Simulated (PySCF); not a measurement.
Ionisation energy of Au⁶⁵⁺ by level of theory

Au⁶⁵⁺ [Ne] 3s2 3p2 (3P) → Au⁶⁶⁺ [Ne] 3s2 3p1 (2P), as a difference of total energies. All numbers are calculated (PySCF 2.14, the spin-free X2C one-electron Hamiltonian (Gaussian nucleus), in an uncontracted even-tempered set (17 s from 19 bohr⁻², ratio 2.5; 12 p from 25 bohr⁻², ratio 2.5; 4 d from 95 bohr⁻², ratio 2.7; 4 f from 140 bohr⁻², ratio 2.7)). Correlated levels: outer shells: 1s2 frozen; virtual orbitals above 40 to 60 times the deepest correlated orbital energy dropped. The calculations carry no spin-orbit coupling.

| method | ionisation energy (eV) |
| --- | --- |
| UHF | 7435.0 |
| MP2 (outer shells) | 7435.7 |
| SCS-MP2 (outer shells) | 7435.5 |
| CCSD (outer shells) | 7435.7 |
| CCSD(T) (outer shells) | 7435.7 |

Spin-orbit coupling is strong in these open shells (close to jj coupling). The scalar numbers leave it out and a first-order estimate fails, so it can dominate the gap to the real levels.

Breit and QED terms and the two-electron picture change are absent.

For comparison: 7760 ± 30 eV (theoretical estimate listed by NIST; NIST Atomic Spectra Database, ionization energies).
